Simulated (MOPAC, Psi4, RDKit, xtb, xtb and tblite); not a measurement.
Two geometries of SMILES C=CCCO[SiH3], relaxed at GFN2-xTB with one dihedral held; other torsions can differ between them too.

Structure A

```
16

C      2.2432     1.5733    -2.2740
C      1.5513     0.6526    -1.6307
C      0.6070     0.9360    -0.5067
C     -0.8142     0.4733    -0.8458
O     -0.9095    -0.8977    -1.0723
Si    -0.5898    -2.1604    -0.1129
H      2.1826     2.6168    -2.0090
H      2.9059     1.3265    -3.0857
H      1.6218    -0.3888    -1.9140
H      0.5835     2.0052    -0.2894
H      0.9328     0.4014     0.3899
H     -1.1525     0.9689    -1.7631
H     -1.4897     0.7570    -0.0277
H     -1.3099    -2.0582     1.1613
H      0.8387    -2.2858     0.2016
H     -1.0677    -3.2275    -0.9751
```

Structure B

```
16

C      1.7513    -1.1336     0.6091
C      1.2539     0.0887     0.6310
C      0.8931     0.8793    -0.5883
C     -0.2580     1.8548    -0.3422
O     -1.5016     1.2326    -0.2494
Si    -2.1079     0.1698     0.8087
H      1.8963    -1.6704    -0.3142
H      2.0266    -1.6533     1.5105
H      1.1274     0.6071     1.5729
H      0.6288     0.2115    -1.4098
H      1.7643     1.4668    -0.8964
H     -0.3285     2.5587    -1.1800
H     -0.0635     2.4282     0.5741
H     -1.9143     0.6200     2.1918
H     -1.5096    -1.1603     0.6761
H     -3.4998     0.2093     0.3883
```

Which is lower in energy at the level Psi4 1.11 with wB97X-D/def2-TZVP // GFN2-xTB, and by how much?

A is lower, by 0.87 kcal/mol (dihedral C1–C2–C3–C4: 120° in A, 150° in B).

E(B) − E(A) in kcal/mol at the other levels, on the same two geometries: GFN2-xTB (xtb and tblite) 0.36; MMFF94 // GFN2-xTB (RDKit) 2.24; PBE0/def2-TZVP // GFN2-xTB (Psi4) 1.16; PBE0-D3(BJ)/def2-TZVP // GFN2-xTB (Psi4) 0.87; PBE/def2-TZVP // GFN2-xTB (Psi4) 1.07; PBE-D3(BJ)/def2-TZVP // GFN2-xTB (Psi4) 0.79; UFF // GFN2-xTB (RDKit) 2.10; PM7, restricted, heats of formation // GFN2-xTB (MOPAC) -1.31; PM6, restricted, heats of formation // GFN2-xTB (MOPAC) -0.77; GFN1-xTB // GFN2-xTB (xtb) -0.20.
